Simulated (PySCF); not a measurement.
**Atomic charges against the basis set**

C3H5BF2S.
Geometry (PBE0-D3(BJ)/def2-SVP, Å), atoms numbered from 1 in this order:
```xyz
12
C3H5BF2S angstrom
F      1.1093   -1.8030    0.7426
B      1.6001   -0.6869    0.2203
F      2.8507   -0.7219   -0.2059
C      0.7308    0.5962    0.0884
C     -0.6727    0.5477    0.7045
C     -1.3405   -0.2114   -0.4485
S      0.0184    0.2402   -1.6095
H      1.2809    1.5455    0.1439
H     -1.0883    1.5623    0.7863
H     -0.7398    0.0621    1.6907
H     -1.3785   -1.2999   -0.2980
H     -2.3275    0.1483   -0.7696
```

PBE0 throughout (PySCF), one geometry, spherical d and f functions. One conformer (not necessarily the lowest) at the PBE0-D3(BJ)/def2-SVP geometry, without solvent, vibrations or thermal averaging. Atoms taken as equivalent share a column and are averaged. The first 7 of 11 kinds of atom are listed.

Mulliken charges (e):

```tsv
basis	functions	F1/F3	B2	C4	C5	C6	S7	H8
STO-3G	44	-0.131	+0.347	-0.240	-0.147	-0.220	+0.121	+0.076
6-31G	77	-0.299	+0.793	-0.666	-0.287	-0.592	+0.276	+0.231
pcSseg-0	77	-0.315	+1.070	-1.070	-0.366	-0.765	+0.297	+0.310
6-31G*	112	-0.264	+0.706	-0.508	-0.328	-0.491	+0.103	+0.218
cc-pVDZ	127	-0.099	+0.292	-0.239	-0.004	-0.141	-0.037	+0.057
def2-SVP	127	-0.111	+0.307	-0.280	+0.002	-0.143	-0.078	+0.098
aug-cc-pVDZ	210	-0.451	+1.161	+0.139	+0.878	+0.358	+0.117	-0.535
6-311+G(2d,p)	227	-0.354	+0.979	-0.369	-0.418	-0.088	-0.128	+0.141
def2-TZVP	253	-0.241	+0.448	-0.119	-0.180	-0.213	-0.103	+0.135
cc-pVTZ	284	-0.198	+0.375	-0.098	-0.176	-0.163	-0.105	+0.112
IGLO-III	304	-0.355	+0.847	-0.421	-0.112	-0.426	+0.099	+0.161
pcSseg-2	329	-0.333	+0.718	-0.217	-0.070	-0.131	-0.052	+0.104
```

IAO charges (e):

| basis | functions | F1/F3 | B2 | C4 | C5 | C6 | S7 | H8 |
| --- | --- | --- | --- | --- | --- | --- | --- | --- |
| STO-3G | 44 | -0.169 | +0.418 | -0.339 | -0.257 | -0.342 | +0.194 | +0.134 |
| 6-31G | 77 | -0.304 | +0.660 | -0.341 | -0.262 | -0.333 | +0.063 | +0.177 |
| pcSseg-0 | 77 | -0.291 | +0.647 | -0.357 | -0.265 | -0.342 | +0.073 | +0.179 |
| 6-31G* | 112 | -0.316 | +0.703 | -0.340 | -0.248 | -0.318 | +0.075 | +0.164 |
| cc-pVDZ | 127 | -0.313 | +0.687 | -0.335 | -0.250 | -0.315 | +0.080 | +0.164 |
| def2-SVP | 127 | -0.311 | +0.686 | -0.338 | -0.244 | -0.311 | +0.086 | +0.160 |
| aug-cc-pVDZ | 210 | -0.321 | +0.700 | -0.337 | -0.255 | -0.319 | +0.075 | +0.168 |
| 6-311+G(2d,p) | 227 | -0.324 | +0.707 | -0.344 | -0.256 | -0.325 | +0.085 | +0.168 |
| def2-TZVP | 253 | -0.326 | +0.715 | -0.347 | -0.256 | -0.328 | +0.090 | +0.167 |
| cc-pVTZ | 284 | -0.325 | +0.713 | -0.345 | -0.256 | -0.326 | +0.085 | +0.168 |
| IGLO-III | 304 | -0.326 | +0.712 | -0.348 | -0.256 | -0.329 | +0.094 | +0.168 |
| pcSseg-2 | 329 | -0.326 | +0.714 | -0.347 | -0.256 | -0.327 | +0.089 | +0.168 |

Some averages cover members that differ in this geometry, most widely: F1/F3, Mulliken in aug-cc-pVDZ -0.531 to -0.371; F1/F3, Mulliken in 6-311+G(2d,p) -0.376 to -0.332 e.

Which scheme is steadiest as the basis changes?

Largest range over the bases for any column: IAO 0.30 e, Mulliken 1.30 e. IAO charges move least and Mulliken charges most, counted in e. Without the minimal STO-3G basis the ranges are IAO 0.07, Mulliken 1.30 e.

How much do the charges still move between the two largest bases, IGLO-III and pcSseg-2?

At most, over all atoms: Mulliken 0.295 e, IAO 0.005 e.

What do the same runs give for the total energy, the frontier levels and the dipole moment?

```csv
basis,energy (Eh),HOMO (eV),LUMO (eV),μ (D)
STO-3G,-730.7160,-3.33,3.99,0.94
6-31G,-739.5273,-6.81,-0.47,3.02
pcSseg-0,-738.4300,-7.05,-0.60,2.94
6-31G*,-739.6355,-6.60,-0.35,2.53
cc-pVDZ,-739.6799,-6.65,-0.39,2.53
def2-SVP,-739.2824,-6.70,-0.38,2.58
aug-cc-pVDZ,-739.7031,-6.78,-0.83,2.69
"6-311+G(2d,p)",-739.7806,-6.79,-0.88,2.71
def2-TZVP,-739.8150,-6.76,-0.73,2.67
cc-pVTZ,-739.8059,-6.76,-0.64,2.63
IGLO-III,-739.8202,-6.73,-0.74,2.62
pcSseg-2,-739.8218,-6.80,-0.81,2.72
```

The dipole is fixed by the density alone, so its range of 2.08 D shows that the density itself changes with the basis, not only its division among atoms.
